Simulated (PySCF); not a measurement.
Geometry:
| atom | x (Å) | y (Å) | z (Å) |
| --- | --- | --- | --- |
| B1 | 2.048 | 0.638 | -0.847 |
| Si2 | 0.912 | -0.907 | -0.233 |
| C3 | -0.927 | -0.722 | -0.621 |
| Si4 | -1.755 | 0.695 | 0.298 |
| H5 | 1.651 | 1.448 | -1.653 |
| H6 | 3.185 | 0.756 | -0.455 |
| H7 | 1.470 | -2.116 | -0.937 |
| H8 | 1.089 | -1.153 | 1.237 |
| H9 | -1.039 | -0.553 | -1.706 |
| H10 | -1.456 | -1.660 | -0.380 |
| H11 | -1.801 | 0.404 | 1.764 |
| H12 | -3.151 | 0.927 | -0.185 |
| H13 | -0.975 | 1.959 | 0.102 |

Geometry: PBE0-D3(BJ)/def2-SVP; GIAO absolute shieldings from PySCF 2.14.0 with density-fitted response routines, gas phase, non-relativistic, averaged over equivalent atoms.

At PBE0/6-31G (62 basis functions, 4.7 s wall time on 1 thread of an Arm Neoverse V1, shared host):
```
      atoms  σ (ppm)
         B1     -0.8
        Si2    485.8
        Si4    488.1
         C3    215.8
      H5/H6    20.99
      H7/H8    28.54
H11/H12/H13    28.92
     H9/H10    32.77
```

What do these become at HF/pcSseg-2?

Results:


| atoms | σ at HF/pcSseg-2 | change |
| --- | --- | --- |
| B1 | 3.3 | +4.1 |
| Si2 | 443.1 | -42.7 |
| Si4 | 441.7 | -46.4 |
| C3 | 206.7 | -9.1 |
| H5/H6 | 22.12 | +1.13 |
| H7/H8 | 27.83 | -0.71 |
| H11/H12/H13 | 27.94 | -0.98 |
| H9/H10 | 31.82 | -0.95 |

The largest change is at Si4 (silicon bonded to C, 3 H). Cost: 284 basis functions, 17 s wall time on 1 thread of an Arm Neoverse V1, shared host.
